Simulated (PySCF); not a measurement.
**Dipole response of Kr²⁺ (krypton, charge +2)**

[Ar] 3d10 4s2 4p4, high-spin 3P determinant. Computed with PySCF 2.14 in aug-cc-pVQZ-DK (8s7p5d3f2g, 93 functions), with scalar relativity by spin-free X2C-1e. Coupled (time-dependent) response in atomic units; α is the mean over directions.

```csv
method,mean α (bohr³),"α xx, yy, zz",C₆ (like pair),S(−4)
wB97X,7.412,"7.354, 7.527, 7.354",36.22,10.50
```

S(−4) is the Cauchy moment in α(ω) = α(0) + S(−4) ω² + …

Spin-orbit coupling is absent.

α(iu) at wB97X:

| u (hartree) | α(iu) (bohr³) |
| --- | --- |
| 0 | 7.412 |
| 0.0500 | 7.386 |
| 0.100 | 7.308 |
| 0.200 | 7.016 |
| 0.300 | 6.582 |
| 0.500 | 5.511 |
| 0.750 | 4.216 |
| 1.00 | 3.202 |
| 1.50 | 1.944 |
| 2.00 | 1.287 |
| 3.00 | 0.6905 |
| 5.00 | 0.3075 |

A single London oscillator, α(iu) = α/(1 + u²/ω²), gives C₆ = (3/4) ω α². Matching the computed C₆ needs ω = 4 × 36.22 / (3 × 7.412²) = 0.879 hartree.

For an ion, C₆ is the dispersion term alone; charge-induced terms of lower order in 1/R come first.

The components differ because the open shell of this determinant is not spherical; for a pure term their mean is the scalar polarisability.
